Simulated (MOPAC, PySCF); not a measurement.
GeI$_{4}$, SMILES `[I][Ge]([I])([I])[I]`, neutral singlet in the gas phase. 

Z-matrix (Å, degrees):
```
Ge
I 1 2.5379
I 1 2.5379 2 109.47
I 1 2.5379 2 109.47 3 120.00
I 1 2.5379 2 109.47 3 -120.00
```
Charge 0, spin multiplicity 1.

All levels are single points at this geometry (B3LYP-D3(BJ)/def2-SVP); Pople sets use spherical d functions. Orbital energies aren't observables, and empty levels follow the basis.

PM3 in MOPAC gives gap (eV) = 6.28.

Task: Estimate the gap (eV) from each of these levels: PBE-D3(BJ)/def2-TZVP in PySCF; ωB97X-D3(BJ)/def2-TZVP in PySCF; B3LYP/6-311+G** (LANL2DZ on Ge, I) in PySCF; B3LYP/6-31G* (LANL2DZ on I) in PySCF; BP86/6-31G* (LANL2DZ on I) in PySCF; M06-2X/6-31G* (LANL2DZ on I) in PySCF; PBE/6-31G* (LANL2DZ on I) in PySCF; SVWN5/6-31G* (LANL2DZ on I) in PySCF; HF/6-31G* (LANL2DZ on I) in PySCF; AM1 in MOPAC; PM6 in MOPAC; PM7 in MOPAC.

Result: 
```csv
level,gap (eV)
PBE-D3(BJ)/def2-TZVP in PySCF,2.37
ωB97X-D3(BJ)/def2-TZVP in PySCF,8.29
"B3LYP/6-311+G** (LANL2DZ on Ge, I) in PySCF",3.67
B3LYP/6-31G* (LANL2DZ on I) in PySCF,3.71
BP86/6-31G* (LANL2DZ on I) in PySCF,2.32
M06-2X/6-31G* (LANL2DZ on I) in PySCF,5.99
PBE/6-31G* (LANL2DZ on I) in PySCF,2.35
SVWN5/6-31G* (LANL2DZ on I) in PySCF,2.24
HF/6-31G* (LANL2DZ on I) in PySCF,9.74
AM1 in MOPAC,8.19
PM6 in MOPAC,7.25
PM7 in MOPAC,6.34
```
